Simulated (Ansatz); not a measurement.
The cluster Cr₂B₂, relaxed as a singlet with RKS r2SCAN-D4/def2-SVP in Ansatz, starting from the GFN1-xTB geometry. Force threshold 0.02 eV/Å.

The restricted singlet is unstable towards broken spin symmetry in Hartree–Fock (as tested in another run); at r2SCAN-D4/def2-SVP this wasn't settled. Another isomer (triplet) lies 4.30 eV lower at PBE0-D4/def2-TZVP; other spin states weren't run for this one.

Start:

```xyz
4

Cr   -0.3939    0.3052   -1.1377
Cr   -0.0507    0.7564    0.9903
B     1.4120   -0.0760   -0.2202
B    -0.9674   -0.9856    0.3676
```

| step | energy (eV) | largest force component (eV/Å) | SCF passes |
| --- | --- | --- | --- |
| 1 | -58176.1307 | 4.510 | 106 |
| 2 | -58177.2339 | 2.568 | 51 |
| 3 | -58177.6789 | 1.282 | 43 |
| 4 | -58177.7362 | 0.329 | 46 |
| 5 | -58177.7577 | 0.259 | 39 |
| 6 | -58177.7618 | 0.193 | 40 |
| 7 | -58177.7637 | 0.020 | 40 |

Force components are those of the run's own axes.

End:

```csv
atom,x (Å),y (Å),z (Å)
Cr1,-0.289,0.129,-0.977
Cr2,0.017,0.523,0.884
B3,1.436,0.172,-0.272
B4,-1.163,-0.824,0.365
```

By distances, no bond broke or formed. The bond that changes most is Cr1–Cr2, from 2.20 to 1.93 Å (atoms count from 1).

No frequencies were taken in this run, so the end may be a saddle point.

Hardware: 4 threads of Arm Neoverse V1 on a shared host. Wall time 26 s.
